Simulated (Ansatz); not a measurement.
System: TiF$_{3}$, net charge 1, singlet state. The spin state was set by rule; other spins were not relaxed. SMILES of the parent species: [F][Ti]([F])[F]
Geometry from a B3LYP-D3(BJ)/def2-TZVP (Ansatz, a quantum-chemistry and plane-wave program) optimisation:
```
Ti
F 1 1.6991
F 1 1.6991 2 112.56
F 1 1.6991 2 112.56 3 -128.50
```
Charge +1, spin multiplicity 1.

Problem. Give the harmonic wavenumbers at B3LYP-D3(BJ)/def2-TZVP (Ansatz, finite differences of forces, unscaled).

Solution. 151, 214, 214, 811, 895, 895 cm⁻¹. Zero-point energy 4.5 kcal/mol.

Problem. From these and the geometry, give the ideal-gas thermochemistry at 298.15 K and 1 atm (rigid rotor, harmonic oscillator).

Solution. Point group C3v, rotational symmetry number 3. Rotational constants 6.185, 6.185, 3.33 GHz. S(trans) 39.86, S(rot) 23.15, S(vib) 7.16, S(elec, spin only) 0.00, S 70.2 cal/(mol K). H(298) - H(0) 3.57 kcal/mol; G - E(el) -12.8 kcal/mol.
